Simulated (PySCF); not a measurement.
C7H5Cl.
InChI=1S/C7H5Cl/c8-7-2-1-5-3-6(5)4-7/h1-2,4H,3H2

Method used: TDDFT CAM-B3LYP/def2-SVPD, vertical, gas phase, core orbitals frozen in the response in PySCF. Isolated species at its GFN2-xTB geometry, gas phase.

Each state is given a Gaussian of 0.5 eV full width at half maximum, with ε(max) = 2.175×10⁸ f / Δν̃ (Δν̃ the width in cm⁻¹). The cross-section is σ = 3.8235×10⁻²¹ ε cm², given in Mb (10⁻¹⁸ cm²). The width is an assumption, not a result. The curve ends short of the highest state used, and states not computed would add to its high-energy end.

```csv
λ (nm),σ (Mb)
196.3,10.03
197.9,6.22
199.5,4.10
201.1,3.13
202.7,2.93
204.3,3.29
205.9,4.06
207.5,5.16
209.0,6.41
210.6,7.90
212.2,9.42
213.8,10.85
215.4,12.04
217.0,12.91
218.6,13.39
220.2,13.49
221.7,13.27
223.3,12.81
224.9,12.23
226.5,11.66
228.1,11.21
229.7,10.93
231.3,10.87
232.9,10.99
234.4,11.24
236.0,11.57
237.6,11.89
239.2,12.12
240.8,12.19
242.4,12.05
244.0,11.69
245.6,11.12
247.1,10.42
248.7,9.53
250.3,8.54
251.9,7.50
253.5,6.46
255.1,5.46
256.7,4.54
258.3,3.70
259.8,3.01
261.4,2.38
263.0,1.85
264.6,1.42
266.2,1.07
267.8,0.80
269.4,0.59
271.0,0.43
272.6,0.31
274.1,0.22
275.7,0.15
277.3,0.11
278.9,0.07
280.5,0.05
282.1,0.03
283.7,0.02
```

Problem. Locate the maxima and give the states behind the curve.

Solution. 241 nm (5.15 eV), ε about 3200, made up of S1 (94%); 220 nm (5.64 eV), ε about 3500, made up of S2 (95%) (ε in L mol⁻¹ cm⁻¹; maxima over ε = 5, shares over 10%). At its high-energy end, 6.31 eV, the curve is still rising (ε about 2500, from S7 and S8). The states used: S1 5.12 eV (f 0.056); S2 5.66 eV (f 0.062); S3 6.08 eV (f 0.0042); S4 6.30 eV (f 0.0000); S5 6.52 eV (f 0.0001); S6 6.62 eV (f 0.0000); S7 6.75 eV (f 0.265); S8 6.91 eV (f 0.609).

Problem. On this curve, what absorbance would a 10⁻³ mol/L sample give at 248 nm over a 1 cm path?

Solution. 248 nm is 4.999 eV, where ε is about 2600 L mol⁻¹ cm⁻¹, so A = ε c l ≈ 2.6 (Beer–Lambert, with the gas-phase spectrum and the assumed width).

Problem. What would ε be at 5.64 eV, the highest of these maxima, with half the width (0.25 eV)?

Solution. About 6610 L mol⁻¹ cm⁻¹ against 3530, a factor of about 1.9; a lone state at its own centre would give exactly 2.

Problem. Does any computed singlet lie in the visible range?

Solution. No computed singlet lies in the visible range (380 to 750 nm); the lowest, at 242 nm, stands 1.86 eV above its violet end (3.26 eV).
